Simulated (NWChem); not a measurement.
System: C₃H₃NO₂; SMILES N=c1occo1

Here is an NWChem input.

```
start job
memory heap 200 mb stack 900 mb global 1100 mb
geometry units angstroms noautoz
  N     -0.080872    -2.027106     0.000000
  C     -0.018249    -0.769880     0.000000
  O      1.103795     0.037320     0.000000
  C      0.652518     1.349003     0.000000
  C     -0.678436     1.343299     0.000000
  O     -1.127225     0.035398     0.000000
  H      0.852586    -2.434344     0.000000
  H      1.396901     2.127882     0.000000
  H     -1.427545     2.117629     0.000000
end
basis spherical
  * library def2-tzvp
end
dft
  xc hfexch
  iterations 150
  semidirect filesize 400000000
  mulliken
end
task dft energy
```

The geometry was optimised at B3LYP/6-31G* (spherical d).

Problem. What results follow from this input? (Hartree-Fock/def2-TZVP.) Quantities: energy (Ha); highest occupied level (eV); orbital gap (eV); dipole (D).

Solution. The energy (Ha) is -319.61. The highest occupied level (eV) comes out as -9.48 and the orbital gap (eV) is 13.36. The dipole (D) is 4.12.
